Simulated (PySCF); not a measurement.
Radial density of Mn (manganese, neutral)

wB97M-V, [Ar] 3d4 4s2 5s1, high-spin 6D determinant (an excited configuration). Computed with PySCF 2.14 in dyall-av2z (16s12p7d2f, 101 functions), with no relativity, point nucleus.

| r (bohr) | 4πr²ρ (e/bohr) | 4πr²(ρα − ρβ) |
| --- | --- | --- |
| 0.00113 | 0.1603 | 0.0000 |
| 0.00190 | 0.4369 | 0.0000 |
| 0.00320 | 1.158 | 0.0000 |
| 0.00538 | 2.940 | 0.0001 |
| 0.00905 | 6.924 | 0.0002 |
| 0.0152 | 14.42 | 0.0003 |
| 0.0256 | 24.45 | 0.0004 |
| 0.0431 | 29.93 | -0.0006 |
| 0.0725 | 24.98 | -0.0021 |
| 0.122 | 25.35 | 0.0284 |
| 0.205 | 33.06 | 0.2899 |
| 0.345 | 17.21 | 1.4364 |
| 0.580 | 13.07 | 3.3703 |
| 0.976 | 11.40 | 3.1685 |
| 1.64 | 2.640 | 1.1193 |
| 2.76 | 0.9600 | 0.1119 |
| 4.64 | 0.2055 | 0.0654 |
| 7.81 | 0.1391 | 0.1383 |
| 13.1 | 0.03162 | 0.0316 |
| 22.1 | 0.0001598 | 0.0002 |

The outer electron is Rydberg-like, and this basis confines it to a smaller radius and binds it less than a complete one would.

Problem. Where is the radial spin density 4πr²(ρα − ρβ) most negative, and why is it negative at all?

Solution. Around r = 0.0725 bohr, down to -0.0021 e/bohr: exchange with the open shell polarises the paired shells in an unrestricted calculation.
